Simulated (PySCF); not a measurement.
Excitations are Tamm–Dancoff values on a coarser integration grid. The basis has no diffuse functions, so Rydberg states are missing or too high.

Cartesian coordinates (Å):
```xyz
9

C     -1.0814     0.3899    -0.1991
C      0.3049     0.4131     0.3502
O      0.7620     1.2795     1.0512
C      1.2178    -0.7607    -0.0084
O      0.8701    -1.6783    -0.6946
H     -1.6289     1.2703     0.1299
H     -1.5906    -0.5224     0.1224
H     -1.0442     0.3464    -1.2908
H      2.2321    -0.6760     0.4311
```
Charge 0, spin multiplicity 1.

### Question
What total energy, dipole moment, LUMO, HOMO, S1–T1 gap (TDA), S1 excitation (TDA), T1 excitation (TDA) and HOMO–LUMO gap does PySCF 2.14.0 with TPSSh-D3(BJ)/def2-TZVP // PBE0-D3(BJ)/def2-TZVP give?

### Answer

- total energy = -7272.78 eV
- dipole moment = 1.03 D
- LUMO = -3.24 eV
- HOMO = -6.62 eV
- S1–T1 gap (TDA) = 0.62 eV
- S1 excitation (TDA) = 2.65 eV
- T1 excitation (TDA) = 2.03 eV
- HOMO–LUMO gap = 3.38 eV
